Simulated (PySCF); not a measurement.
Ge(OH)3(SiMe3), SMILES C[Si](C)(C)[Ge]([OH])([OH])[OH] (C₃H₁₂GeO₃Si), singlet, GFN2-xTB optimised geometry.

```
20

C     -1.49    -1.58    -1.57
Si    -0.89    -0.68     0.00
C     -1.49    -1.58     1.57
C     -1.49     1.13     0.00
Ge     1.51    -0.68     0.00
O      2.25    -1.69    -1.27
O      2.25    -1.27     1.51
O      2.25     0.93    -0.24
H     -1.21    -1.04    -2.46
H     -1.04    -2.57    -1.64
H     -2.56    -1.70    -1.58
H     -1.04    -1.15     2.46
H     -2.57    -1.53     1.67
H     -1.20    -2.63     1.54
H     -2.56     1.20    -0.11
H     -1.04     1.69    -0.82
H     -1.21     1.63     0.92
H      2.56    -1.18    -2.01
H      2.56    -2.17     1.44
H      2.56     1.31     0.57
```

Density from B3LYP/def2-SVP (PySCF) at that geometry.

Minimum of the electron density along straight lines between bonded atoms, close to the bond critical point (lines longer than 1.1 times the sum of covalent radii, or with two minima, are not listed):

```csv
bond,length / Å,ρ at the minimum / e bohr⁻³,∇²ρ there / e bohr⁻⁵,position (fraction from the first atom)
C1–Si2,1.907,0.110,0.30,0.62
Si2–C3,1.907,0.110,0.30,0.38
Si2–C4,1.907,0.110,0.30,0.38
Si2–Ge5,2.397,___,___,0.35
Ge5–O6,1.783,0.136,0.65,0.47
Ge5–O7,1.783,0.136,0.65,0.47
Ge5–O8,1.783,0.136,0.65,0.47
C1–H9,1.086,0.272,-0.98,0.62
C1–H10,1.087,0.273,-0.98,0.63
C1–H11,1.086,0.272,-0.97,0.62
C3–H12,1.087,0.273,-0.98,0.63
C3–H13,1.086,0.272,-0.97,0.62
C3–H14,1.086,0.272,-0.98,0.62
C4–H15,1.086,0.272,-0.97,0.62
C4–H16,1.087,0.273,-0.98,0.63
C4–H17,1.086,0.272,-0.98,0.62
O6–H18,0.954,0.357,-2.36,0.81
O7–H19,0.954,0.357,-2.36,0.81
O8–H20,0.954,0.357,-2.36,0.81
```

### Question
Complete the blanks.

### Answer

- Si2–Ge5, ρ at the minimum / e bohr⁻³: 0.088
- Si2–Ge5, ∇²ρ there / e bohr⁻⁵: -0.06
